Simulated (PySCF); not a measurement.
Species: C2H10AlN.
Numbering: `[CH3:1][CH2:2][AlH2-:3][NH3+:4]` (hydrogens: H5, H6, H7 on C1; H8, H9 on C2; H10, H11 on Al3; H12, H13, H14 on N4)

Method: PBE0-D3(BJ)/def2-SVP geometry optimisation, gas phase (PySCF 2.14.0); density fitting, grid level 1; the optimiser is geomeTRIC in internal coordinates, started from a GFN2-xTB structure with every atom displaced at random (about 0.01 Å).

The end geometry, which sets the zero of energy:
```
atom  x, y, z in Å
C1      1.6423    0.7331   -0.1713
C2      1.0452   -0.6556   -0.4023
Al3    -0.6181   -1.0491    0.6139
N4     -1.8404    0.5015   -0.0282
H5      0.9608    1.5430   -0.4930
H6      2.5866    0.9007   -0.7188
H7      1.8556    0.9120    0.8961
H8      0.8731   -0.8216   -1.4829
H9      1.7913   -1.4229   -0.1219
H10    -0.6090   -0.7024    2.1883
H11    -1.5153   -2.2976    0.1337
H12    -2.7486    0.4738    0.4368
H13    -1.4200    1.4095    0.1758
H14    -2.0100    0.4600   -1.0340
```

**Question.** These geometries come from the run, each turned onto the end geometry. Order them by energy, lowest first.
A.
```
atom  x, y, z in Å
C1      1.9676    0.5674    0.0287
C2      0.9893   -0.4638   -0.5754
Al3    -0.5862   -0.7852    0.6529
N4     -2.0835    0.3136   -0.1755
H5      1.4482    1.5529    0.0947
H6      2.8427    0.7275   -0.5831
H7      2.2597    0.2965    1.0294
H8      0.7637   -0.1447   -1.6065
H9      1.5669   -1.3849   -0.6860
H10    -0.5885   -0.0203    2.0428
H11    -1.3386   -2.1532    0.6456
H12    -2.9090    0.1737    0.4489
H13    -1.9510    1.3184   -0.2302
H14    -2.3880   -0.0133   -1.0943
```
B.
```
atom  x, y, z in Å
C1      1.6657    0.7287   -0.1468
C2      1.0374   -0.6439   -0.3963
Al3    -0.6138   -1.0439    0.6318
N4     -1.8499    0.4844   -0.0599
H5      0.9650    1.5601   -0.3534
H6      2.5524    0.9201   -0.7756
H7      1.9784    0.8460    0.9036
H8      0.8254   -0.7697   -1.4762
H9      1.7864   -1.4285   -0.1785
H10    -0.6332   -0.6497    2.1955
H11    -1.5036   -2.3109    0.1897
H12    -2.7628    0.4683    0.3975
H13    -1.4372    1.4001    0.1263
H14    -2.0169    0.4236   -1.0658
```
C.
```
atom  x, y, z in Å
C1      1.7265    0.7158   -0.1243
C2      1.0320   -0.6196   -0.3823
Al3    -0.6155   -1.0061    0.6614
N4     -1.8816    0.4580   -0.0934
H5      1.0404    1.5756   -0.2388
H6      2.5751    0.9098   -0.8044
H7      2.1169    0.7754    0.9054
H8      0.7197   -0.6785   -1.4462
H9      1.7555   -1.4476   -0.2727
H10    -0.6851   -0.5449    2.2048
H11    -1.4398   -2.3177    0.2188
H12    -2.7882    0.3971    0.3729
H13    -1.5136    1.3925    0.0868
H14    -2.0489    0.3746   -1.0961
```
D.
```
atom  x, y, z in Å
C1      1.9468    0.6145    0.0023
C2      0.9611   -0.4412   -0.5063
Al3    -0.5797   -0.8255    0.6939
N4     -2.0918    0.3132   -0.1790
H5      1.4698    1.6037    0.1208
H6      2.8084    0.7587   -0.6727
H7      2.3471    0.3515    0.9948
H8      0.6081   -0.1593   -1.5181
H9      1.4981   -1.3954   -0.6684
H10    -0.5762   -0.1246    2.1461
H11    -1.2989   -2.2636    0.5931
H12    -2.9749    0.2292    0.3274
H13    -1.8534    1.3061   -0.2017
H14    -2.2711    0.0172   -1.1402
```

**Answer.** B (0.003 eV), C (0.014 eV), D (0.042 eV), A (0.190 eV).

In the order of the answer:

| step | E above end (eV) | largest force (eV/Å) | rms force component (eV/Å) | rms distance from end (Å) | rms bond change (Å) | bond most changed (Å) |
| --- | --- | --- | --- | --- | --- | --- |
| 10 | 0.003 | 0.09 | 0.024 | 0.070 | 0.002 | Al3–N4 +0.008 |
| 8 | 0.014 | 0.18 | 0.044 | 0.157 | 0.001 | C2–H8 +0.004 |
| 2 | 0.042 | 0.11 | 0.033 | 0.527 | 0.003 | Al3–N4 +0.008 |
| 0 | 0.190 | 1.85 | 0.507 | 0.553 | 0.026 | Al3–H11 -0.050 |

The cost below is that of the whole optimisation. Hardware: one thread of an Arm Neoverse V2, shared host. Cost: 57 s of wall time, 0.47 GiB resident at most.
